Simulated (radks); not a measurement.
Q: These are the eigenvalues of the occupied orbitals of an atom or ion with whole-number occupations (eV). Method: Dirac Kohn-Sham, PBE, spin-unpolarised, spherical densities, finite nucleus; Fermi nuclear charge, rms radius of each element as measured or else 0.836 A^(1/3) + 0.57 fm; computed with a radial shooting solver on a logarithmic mesh with Libxc functionals.

1s1/2: -55429.91
2s1/2: -9271.897
2p1/2: -8825.955
2p3/2: -7969.036
3s1/2: -2075.603
3p1/2: -1880.290
3p3/2: -1701.306
3d3/2: -1366.154
3d5/2: -1327.048
4s1/2: -415.0653
4p1/2: -337.4828
4p3/2: -297.3591
4d3/2: -169.5913
4d5/2: -162.3130
5s1/2: -56.8118
5p1/2: -35.9632
5p3/2: -30.9530
4f5/2: -10.0998
4f7/2: -9.1242
6s1/2: -8.9467

Which element is it, and in what charge state? The configuration may be excited. Open shells, if any, fill j = l - 1/2 first.

A: Z = 67, holmium, charge +1: Ho+ in [Xe] 4f11 6s1. The list shows which subshells hold electrons but not how many an open one holds; the 1s level, -2037 hartree, gives Z - s = 63.8 by -(Z - s)^2/2, which with screening and relativity narrows Z to a few neighbours, and the depths of the outer levels then fix element, charge and occupations together.
